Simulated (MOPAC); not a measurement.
Input file for MOPAC: PM7 on CH3I (SMILES CI), a point of a bond scan (R = 4.313 Å).

```
PM7 1SCF PRECISE CHARGE=0 THREADS=1
CH3I

C     -1.82691210 1    -0.03626331 1    -0.04107960 1
I      2.48404692 1     0.04930711 1     0.05585580 1
H     -2.12027408 1    -0.84393433 1    -0.70159404 1
H     -2.17053472 1    -0.20812832 1     0.97235959 1
H     -2.16179137 1     0.92398171 1    -0.41585748 1
```

The log:

```
*******************************************************************************
 **                                                                           **
 **                              MOPAC v23.2.5                                **
 **                                                                           **
 *******************************************************************************
 ** MOPAC's Digital Object Identifier: https://doi.org/10.5281/zenodo.6511958 **
 **                                                                           **
 ** Please cite the open-source release paper for use of this MOPAC version:  **
 ** J. E. Moussa and J. J. P. Stewart (2026)                                  **
 ** MOPAC: An open-source semiempirical molecular orbital program             **
 ** J. Open Source Softw., 11(119), 8025, https://doi.org/10.21105/joss.08025 **
 *******************************************************************************

                              PM7 CALCULATION RESULTS

 *******************************************************************************
 *  PM7        - The PM7 Hamiltonian to be used
 *
 *
 *
 *                 CHARGE ON SYSTEM = 0
 *
 *
 *
 *  PRECISE    - TIGHTER CRITERIA TO BE USED
 *  1SCF       - DO 1 SCF AND THEN STOP
 *  THREADS=1  - MULTI-THREADING NOT USED
 *  T=         - A TIME OF 172800.0 SECONDS REQUESTED
 *  DUMP=N     - RESTART FILE WRITTEN EVERY 7200.0 SECONDS REQUESTED
 *******************************************************************************
PM7 1SCF PRECISE CHARGE=0 THREADS=1
 CH3I

   ATOM   CHEMICAL          X               Y               Z
  NUMBER   SYMBOL      (ANGSTROMS)     (ANGSTROMS)     (ANGSTROMS)

     1       C         -1.82691210  *  -0.03626331  *  -0.04107960  *
     2       I          2.48404692  *   0.04930711  *   0.05585580  *
     3       H         -2.12027408  *  -0.84393433  *  -0.70159404  *
     4       H         -2.17053472  *  -0.20812832  *   0.97235959  *
     5       H         -2.16179137  *   0.92398171  *  -0.41585748  *



          CARTESIAN COORDINATES

    NO.       ATOM           X           Y           Z

     1         C         -1.8269     -0.0363     -0.0411
     2         I          2.4840      0.0493      0.0559
     3         H         -2.1203     -0.8439     -0.7016
     4         H         -2.1705     -0.2081      0.9724
     5         H         -2.1618      0.9240     -0.4159

 General Reference for PM7:
 "Optimization of Parameters for Semiempirical Methods VI: More Modifications to the
 NDDO Approximations and Re-optimization of Parameters", J. J. P. Stewart, J. Mol. Mod., 1:32, 19 (2013)
 https://link.springer.com/article/10.1007/s00894-012-1667-x

           Empirical Formula: C H3 I  =     5 atoms



      MOLECULAR POINT GROUP   :   C3v


      RHF CALCULATION, NO. OF DOUBLY OCCUPIED LEVELS = 7


 -------------------------------------------------------------------------------
 PM7 1SCF PRECISE CHARGE=0 THREADS=1
 CH3I



     1SCF WAS SPECIFIED, SO BFGS WAS NOT USED
     SCF FIELD WAS ACHIEVED


                              PM7 CALCULATION
                                                       MOPAC v23.2.5 Linux




          FINAL HEAT OF FORMATION =        112.07155 KCAL/MOL =     468.90738 KJ/MOL


          COSMO AREA              =        114.59 SQUARE ANGSTROMS
          COSMO VOLUME            =         93.16 CUBIC ANGSTROMS

          IONIZATION POTENTIAL    =          7.767000 EV
          HOMO LUMO ENERGIES (EV) =         -7.767 -4.270
          NO. OF FILLED LEVELS    =          7
          MOLECULAR WEIGHT        =        141.9392         POINT GROUP:  C3v

          MOLECULAR DIMENSIONS (Angstroms)

            Atom       Atom       Distance
            H     5    I     2     4.75093
            H     4    H     3     1.79134
            H     4    I     2     1.51414


          SCF CALCULATIONS        =          1





   ATOM   CHEMICAL          X               Y               Z
  NUMBER   SYMBOL      (ANGSTROMS)     (ANGSTROMS)     (ANGSTROMS)

     1       C         -1.82691210  *  -0.03626331  *  -0.04107960  *
     2       I          2.48404692  *   0.04930711  *   0.05585580  *
     3       H         -2.12027408  *  -0.84393433  *  -0.70159404  *
     4       H         -2.17053472  *  -0.20812832  *   0.97235959  *
     5       H         -2.16179137  *   0.92398171  *  -0.41585748  *

                             CARTESIAN COORDINATES

   1    C       -1.826912100    -0.036263310    -0.041079600
   2    I        2.484046920     0.049307110     0.055855800
   3    H       -2.120274080    -0.843934330    -0.701594040
   4    H       -2.170534720    -0.208128320     0.972359590
   5    H       -2.161791370     0.923981710    -0.415857480


           Empirical Formula: C H3 I  =     5 atoms



      MOLECULAR POINT GROUP   :   C3v


                  EIGENVALUES
 -25.60768 -20.31304 -15.59347 -15.59345  -8.50541  -8.50541  -7.76700  -4.26965
   4.16852   4.16855   4.54852 126.28280 126.36090 126.36090 126.60347 126.60347


              NET ATOMIC CHARGES AND DIPOLE CONTRIBUTIONS

  ATOM NO.   TYPE          CHARGE      No. of ELECS.   s-Pop       p-Pop       d-Pop
    1          C          -0.143283        4.1433     1.17245     2.97084
    2          I          -0.297168        7.2972     1.99983     5.29731     0.00003
    3          H           0.146814        0.8532     0.85319
    4          H           0.146819        0.8532     0.85318
    5          H           0.146818        0.8532     0.85318
 DIPOLE           X         Y         Z       TOTAL
 POINT-CHG.    -6.839    -0.136    -0.154     6.842
 HYBRID         0.044     0.001     0.001     0.044
 SUM           -6.795    -0.135    -0.153     6.798


          ATOMIC ORBITAL ELECTRON POPULATIONS

     Atom    s        px        py        pz      x^2-y^2     xz        z^2       yz        xy
    1  C   1.17245   0.67935   1.14577   1.14572
    2  I   1.99983   1.29807   1.99967   1.99958   0.00002   0.00000   0.00001   0.00000   0.00000
    3  H   0.85319
    4  H   0.85318
    5  H   0.85318

 **********************
 *                    *
 * JOB ENDED NORMALLY *
 *                    *
 **********************




 == MOPAC DONE ==
```

The run finished.

Cost: about 0.020 core-seconds (a rough figure).
